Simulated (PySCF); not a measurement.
Computed IR spectrum (relative IR intensity) of a molecule C2H7InO. Coordinates come from a B3LYP-D3(BJ)/def2-SVP optimisation. The def2 effective core potentials stand for the cores of In; spin–orbit coupling is left out. Other conformers were not sampled. These are B3LYP-D3(BJ)/def2-SVP (PySCF) values and carry that method's errors. Frequencies are harmonic and unscaled.

Lines under 2 % of the strongest are left out, and lines within 2 cm⁻¹ are merged.

| ν (cm⁻¹) | relative intensity |
|---|---|
| 88 | 3.5 |
| 205 | 3.6 |
| 243 | 4.6 |
| 314 | 45 |
| 434 | 2.2 |
| 462 | 18 |
| 470 | 17 |
| 582 | 23 |
| 631 | 13 |
| 764 | 54 |
| 960 | 2.4 |
| 1036 | 3.8 |
| 1186 | 7.6 |
| 1398 | 2.5 |
| 1478 | 2.8 |
| 1787 | 100 |
| 3012 | 17 |
| 3044 | 4.2 |
| 3081 | 11 |
| 3104 | 13 |
| 3827 | 8.6 |

Question: Pick the molecule that these values belong to.
A. C[CH2][InH][OH]
B. [CH3][In]([CH3])[OH]
C. CC[O][InH2]
D. C[O][InH][CH3]

Answer: A, C[CH2][InH][OH]
